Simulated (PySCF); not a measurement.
Compound: BH6PSSi.
Cartesian coordinates in Å at the PBE0-D3(BJ)/def2-SVP level; atoms count from 1:
```xyz
10
BH6PSSi angstrom
Si    -1.667    0.632    0.373
S     -0.680   -0.176   -1.377
B      1.033   -0.342   -0.882
P      1.841    0.224    0.740
H     -0.913    1.815    0.882
H     -1.765   -0.399    1.446
H     -3.030    1.034   -0.074
H      1.755   -0.747   -1.761
H      0.894   -0.232    1.702
H      2.769   -0.843    0.884
```

Jobs on this species (10 atoms, 56 electrons) with PySCF (density fitting). Hardware of each: one thread, Arm Neoverse N1 (aarch64), no GPU, shared host. The host was shared with other jobs, so the times are rough. Peak memory is the resident size of the whole Python process, interpreter and libraries included.

```
                                                                 level and settings                                                          work  basis functions  SCF cycles  wall time  peak memory
    delta-SCF UKS SCAN, pcX-2 on the ionised atom, pcseg-1 elsewhere, spin-free X2C                                 ΔSCF core ionisation, 7 holes              140           ?          ?            ?
    delta-SCF UKS SCAN, pcX-1 on the ionised atom, pcseg-1 elsewhere, spin-free X2C                                 ΔSCF core ionisation, 7 holes              120           ?          ?            ?
   delta-SCF UKS B3LYP, pcX-2 on the ionised atom, pcseg-1 elsewhere, spin-free X2C                                 ΔSCF core ionisation, 7 holes              140          87       67 s     0.56 GiB
delta-SCF UKS SCAN, def2-TZVP on the ionised atom, pcseg-1 elsewhere, spin-free X2C                                 ΔSCF core ionisation, 7 holes              117          99       48 s     0.47 GiB
 delta-SCF UKS SCAN, pcX-2 on the ionised atom, pcseg-1 elsewhere, non-relativistic                                 ΔSCF core ionisation, 7 holes              140         100       50 s     0.47 GiB
      delta-SCF UKS HF, pcX-2 on the ionised atom, pcseg-1 elsewhere, spin-free X2C                                 ΔSCF core ionisation, 7 holes              140          99       44 s     0.50 GiB
                                                 PBE0-D3(BJ)/def2-SVP, grid level 1  geometry optimisation from a GFN2-xTB start shaken at random               98          39       34 s     0.41 GiB
     delta-SCF UKS PBE, pcX-2 on the ionised atom, pcseg-1 elsewhere, spin-free X2C                                 ΔSCF core ionisation, 7 holes              140          99       36 s     0.43 GiB
    delta-SCF UKS PBE0, pcX-2 on the ionised atom, pcseg-1 elsewhere, spin-free X2C                                 ΔSCF core ionisation, 7 holes              140          86       64 s     0.54 GiB
```

Problem. Fill in the missing figures.

Solution. 
- delta-SCF UKS SCAN, pcX-2 on the ionised atom, pcseg-1 elsewhere, spin-free X2C; ΔSCF core ionisation, 7 holes: 53 s, 0.44 GiB, 101 SCF cycles
- delta-SCF UKS SCAN, pcX-1 on the ionised atom, pcseg-1 elsewhere, spin-free X2C; ΔSCF core ionisation, 7 holes: 42 s, 0.47 GiB, 98 SCF cycles

Problem. What do all jobs in the table cost together?

Solution. About 7.3 min; the longest takes about 15 % of that, and about 2 times as long as the shortest.
